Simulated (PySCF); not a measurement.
Precursor series Nb F-NH2. Isolated molecules, 0 K electronic values unless said otherwise. One relaxed conformer stands for each flexible species; it need not be the lowest.

Method: PBE-D3(BJ)/def2-TZVP // r2SCAN-D4/def2-SVP (PySCF). 

```csv
species,LUMO (eV),charge on the central atom (Mulliken) (e)
0 of 5 F replaced by NH2 ([Nb(F)5]),-4.20,1.80
1 of 5 F replaced by NH2 ([Nb(F)4(NH2)]),-3.92,1.74
2 of 5 F replaced by NH2 ([Nb(F)3(NH2)2]),-3.60,1.69
3 of 5 F replaced by NH2 ([Nb(F)2(NH2)3]),-3.07,(withheld)
4 of 5 F replaced by NH2 ([Nb(F)(NH2)4]),(withheld),(withheld)
5 of 5 F replaced by NH2 ([Nb(NH2)5]),-1.72,1.61
```

**Question.** Fill in the missing entries.

**Answer.** 
- 3 of 5 F replaced by NH2 ([Nb(F)2(NH2)3]), charge on the central atom (Mulliken) (e): 1.67
- 4 of 5 F replaced by NH2 ([Nb(F)(NH2)4]), LUMO (eV): -2.01
- 4 of 5 F replaced by NH2 ([Nb(F)(NH2)4]), charge on the central atom (Mulliken) (e): 1.62
